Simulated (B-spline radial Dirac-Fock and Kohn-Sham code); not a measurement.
# Binding energies of Pd⁶⁺ at several levels of theory

System: Pd⁶⁺, configuration [Kr] 4d4.

The density-functional columns are spherical, spin-unpolarised Dirac-Kohn-Sham results without Breit or QED terms: −ε is minus the orbital energy of the initial state and ΔSCF the difference of two total energies. The reference in the last column comes from multi-electron Dirac-Fock with separately optimised hole states, Breit and Lamb-shift corrections added in first order. All numbers are from a B-spline atomic structure program, in eV; a selection of levels is shown. The Kohn-Sham columns are given as differences from the reference. For the 1s level of heavy atoms much of the gap between ΔSCF and the reference is the Breit and QED part, -73.2 eV here; for other levels the error of the functional can be larger.

```tsv
level	PBE −ε − DF	PBE ΔSCF − DF	LDA −ε − DF	LDA ΔSCF − DF	Dirac-Fock
1s	-212.3	+96.7	-243.0	+65.1	24464.9
2s	-99.5	-42.4	-103.0	-45.7	3726.7
2p1/2	-75.7	-5.7	-76.9	-6.8	3447.6
2p3/2	-78.0	-11.3	-78.9	-12.1	3290.4
3s	-50.9	-28.8	-52.1	-30.0	787.0
3p1/2	-41.2	-18.7	-41.6	-19.0	676.5
3p3/2	-40.9	-18.9	-41.2	-19.2	648.4
3d3/2	-24.6	-0.9	-24.2	-0.6	453.8
3d5/2	-24.8	-1.3	-24.4	-1.0	448.5
4s	-18.0	-7.0	-18.1	-7.1	198.6
4p1/2	-11.9	-1.3	-11.9	-1.2	160.2
4p3/2	-11.9	-1.5	-11.9	-1.5	155.2
4d	-7.9	+1.4	-7.7	+1.5	99.66
```

Values without a named source are computed, but for edge energies of neutral atoms, which are taken from tables.
